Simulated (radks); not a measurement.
Values are calculated unless marked as measured or tabulated.
Q: Ionisation ladder of selenium, from Se to Se2+. Each ion is in the ground configuration listed by NIST, and IE = E(next ion) - E(this ion). Level of theory: Dirac Kohn-Sham, BLYP, spin-unpolarised, spherical densities, finite nucleus; open shells fill j = l - 1/2 first; Fermi nuclear charge, rms radius 4.14 fm (a radial shooting solver on a logarithmic mesh with Libxc functionals).

species      configuration  IE, Delta-SCF (eV)  -e(HOMO) (eV)   HOMO  <r> HOMO (bohr)
Se       [Ar] 3d10 4s2 4p4                   ?          6.202  4p3/2             2.33
Se+      [Ar] 3d10 4s2 4p3              19.996         15.058  4p3/2             2.14
Se2+     [Ar] 3d10 4s2 4p2              31.125         25.626  4p1/2             1.97

Estimate the withheld Delta-SCF values.

A: Se: 10.515 eV (NIST 9.752).

Beside tabulated values, note that spin-unpolarised runs miss the spin-polarisation part of the exchange energy of open shells.
